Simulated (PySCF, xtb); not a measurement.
C₃H₈BNO, SMILES N(B1COC1)C. One conformer was computed; it need not be the lowest.

Harmonic wavenumbers (cm⁻¹) from xtb with GFN2-xTB at its own minimum, in rising order: 108, 150, 161, 194, 306, 418, 585, 613, 720, 837, 863, 983, 1005, 1039, 1083, 1109, 1110, 1118, 1136, 1217, 1221, 1330, 1409, 1455, 1463, 1479, 1482, 1567, 2888, 2890, 2919, 2921, 2955, 2974, 3048, 3420.

Q: What does PBE-D3(BJ)/def2-SVP run with PySCF give at its own minimum? (An estimate is asked for; the answer gives what the named calculation found.)

A: 74, 147, 168, 178, 323, 421, 571, 577, 719, 776, 884, 916, 960, 1006, 1061, 1100, 1110, 1120, 1125, 1201, 1215, 1337, 1381, 1394, 1410, 1414, 1429, 1575, 2906, 2921, 2947, 2948, 2951, 3014, 3077, 3501. Paired by order, the mean absolute difference is 27 cm⁻¹ and the zero-point energies are 71.7 and 71.3 kcal/mol.
